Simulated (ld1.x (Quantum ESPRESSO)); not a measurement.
## Configuration tests for boron (RRKJ)

| Property | Result |
| --- | --- |
| Element | boron (B) |
| Generator | ld1.x (Quantum ESPRESSO) 7.5 |
| Type | norm-conserving RRKJ (Kleinman–Bylander form) |
| Functional | PBE |
| Relativity | scalar-relativistic |
| Frozen core | [He] |
| Valence charge | 3 |
| Reference configuration | 2s2 2p1 |
| Partial waves | 2p (bound): rc 3.90 bohr; 2s (bound): rc 1.00 bohr |
| Local potential | the s channel |
| Core correction | a·sin(br)/r model core inside 0.45 bohr |

Energies are relative to the spin-unpolarised reference configuration 2s2 2p1; without spin polarisation the order of configurations can differ from experiment.

```
valence configuration  charge  ΔE all-electron (eV)  error AE − PS (meV)
              2s2 2p0      +1                 8.220                 +301
            2s2 2p0.5    +0.5                 2.887                  +48
              2s1 2p1      +1                14.361                 -142
            2s2 2p1.3    -0.3                -0.738                 +5.5
              2s0 2p3       0                11.721                 -259
```

Task: What are ΔE and the potential's error for 2s1 2p2?

Result: ΔE = 5.851 eV all-electron; the error (AE − PS) is -65 meV.

Task: What are ΔE and the potential's error for 2s1 2p0?

Result: ΔE = 33.642 eV all-electron; the error (AE − PS) is +825 meV.

Levels in the configuration 2s2 2p1.3:

| level | all-electron (eV) | pseudo (eV) |
| --- | --- | --- |
| 2s | -7.060 | -7.052 |
| 2p | -1.382 | -1.408 |
